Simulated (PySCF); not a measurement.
## What settings do to a single point of [Er(H2O)6]3+

The sound run of [Er(H2O)6]3+ (singlet in the valence; each metal's 4f electrons, 11 of them, lie in its core potential, out of spins and levels) uses PySCF 2.14.0, RKS r2SCAN, Er lcecp-1-SVP with ECP57, O def2-SVP, H def2-SVP; non-relativistic Hamiltonian with scalar-relativistic core potentials where named; density fitting; no spin-orbit coupling, grid (50, 194), threshold 1e-8 Eh and 55 cycles, at the relaxed geometry:

```xyz
19

Er    0.0000    0.0000    0.0000
O     0.0040    0.0003    2.3260
H     0.0039    0.7718    2.9299
H     0.0063   -0.7711    2.9301
O    -0.0040   -0.0003   -2.3260
H    -0.0089   -0.7717   -2.9299
H    -0.0012    0.7711   -2.9301
O     2.3268   -0.0040   -0.0040
H     2.9323    0.0004    0.7662
H     2.9296   -0.0106   -0.7764
O     0.0040    2.3262   -0.0003
H     0.7765    2.9290   -0.0076
H    -0.7663    2.9316    0.0070
O    -2.3268    0.0040    0.0040
H    -2.9296   -0.0003    0.7764
H    -2.9322    0.0105   -0.7662
O    -0.0040   -2.3262    0.0003
H    -0.7765   -2.9290   -0.0043
H     0.7663   -2.9316    0.0050
```

There Er1 has a Mulliken charge of 1.29 e and the dipole about the centre of mass is 0.00 D. Each run below changes one thing and starts from free metal ions and neutral atoms unless it says otherwise; with 55 cycles, smearing, a level shift and second-order steps follow where DIIS fails, and their cycles count. Energy shifts count from the sound run. On f atoms grids over 110 angular points are at least (60, 302).

```json
{"change": "grid (30, 86)", "outcome": "converged", "cycles": "9", "energy shift (eV)": "0.28", "largest force component (eV/Å)": "0.09", "charge on Er1 (e)": "1.29", "dipole about the centre of mass (D)": "0.00"}
{"change": "threshold 0.001", "outcome": "converged", "cycles": "6", "energy shift (eV)": "0.0000", "largest force component (eV/Å)": "0.01", "charge on Er1 (e)": "1.29", "dipole about the centre of mass (D)": "0.00"}
{"change": "all coordinates × 1.12", "outcome": "converged", "cycles": "10", "energy shift (eV)": "4.71", "largest force component (eV/Å)": "3.22", "charge on Er1 (e)": "1.47", "dipole about the centre of mass (D)": "0.00"}
{"change": "spin (2S) set to 12, limit 93 cycles", "outcome": "converged", "cycles": "21", "energy shift (eV)": "53.20", "largest force component (eV/Å)": "3.42", "charge on Er1 (e)": "-1.76", "dipole about the centre of mass (D)": "0.00"}
```

(1) How does the run with this change end: start from the bare core Hamiltonian, limit 71 cycles?

Unsound on purpose, so not properties of the compound: spin (2S) set to 12, limit 93 cycles.

Forces carry noise of the integration grid, about 0.01 to 0.03 eV/Å.

No frequency check is given that shows the relaxed geometry to be a minimum. An lcecp potential fixes the number of 4f electrons, so in runs with it no electron can move into or out of that shell.

Results:

(1) outcome converged, cycles 12, energy shift (eV) 0.0000, largest force component (eV/Å) 0.01, charge on Er1 (e) 1.29, dipole about the centre of mass (D) 0.00.
